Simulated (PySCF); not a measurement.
Adding and removing an electron: KPb

UHF; basis K def2-SVPD, Pb def2-SVPD with ECP60; scalar-relativistic core potentials; PySCF 2.14. Neutral (UHF): quartet (σ ↑, π ↑↑), Re = 3.426 Å, ωe = 120 cm⁻¹, De = 0.88 eV, HOMO -5.29 eV, LUMO -0.46 eV.

KPb⁺ (UHF): triplet (σ ↑, π ↑), Re = 4.117 Å, ωe = 57.3 cm⁻¹. The energies at the minima are -790.94350 hartree for KPb and -790.77619 for KPb⁺.

Problem. Work out the adiabatic ionisation energy, without and with harmonic zero-point energies (1 hartree = 27.2114 eV, 1 eV = 8065.5 cm⁻¹), and the change of the bond length.

Solution. At UHF: 0.16731 hartree = 4.553 eV between the minima; the zero-point term (57.3 − 120.0)/2 cm⁻¹ = -0.004 eV makes it 4.549 eV. Re changes by +69.1 pm against the neutral. The electron leaves a π orbital, and the ion is left as a loose complex of an ion and an atom.

These are scalar-relativistic numbers at best; spin–orbit coupling would shift them, the dissociation energy most. Hartree–Fock leaves out correlation, which carries a large part of most bond energies and some tenths to 1 eV of ionisation energies. States were picked by a PBE0 search and need not be the measured ground states.
